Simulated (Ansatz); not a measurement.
**A geometry optimisation of C2HFGaMg− with B3LYP-D3(BJ)/def2-SVPD**

The starting geometry of this gas-phase singlet was optimised with r2SCAN-D4.

```csv
atom,x (Å),y (Å),z (Å)
C,-0.1508,-0.4182,-1.5997
C,-0.3516,0.0085,-0.4212
F,-1.0284,1.9516,1.9814
Ga,-0.8712,1.9283,0.1495
Mg,-0.5730,1.6933,-2.8044
H,0.1032,-1.2313,-2.2670
```

**Question.** Predict what becomes of its bonds when it is optimised with B3LYP-D3(BJ)/def2-SVPD.

**Answer.** It loosens into C2HFGa + Mg, which stay close as a complex (formulas without charges). Contacts that open: C1–Mg5 (2.47 → 3.01 Å), Ga4–Mg5 (2.98 → 3.52 Å).

The energy falls by 0.23 eV over 13 steps:

```tsv
step	E − E(last) (eV)
1	0.226
2	0.132
4	0.074
5	0.050
6	0.023
8	0.005
9	0.001
10	0.000
12	0.000
13	0.000
```

Final geometry (Å):

```xyz
6

C    -0.1244   -0.5811   -1.4353
C    -0.3894    0.1830   -0.4977
F    -0.9807    1.7274    2.1037
Ga   -0.9303    2.1179    0.2670
Mg   -0.5649    1.8025   -3.2210
H     0.1181   -1.3175   -2.1781
```

No frequencies were run, so the end isn't proven a minimum. Run with Ansatz 0.2.0, 45 s on 2 threads of Arm Neoverse V1, on a shared host.
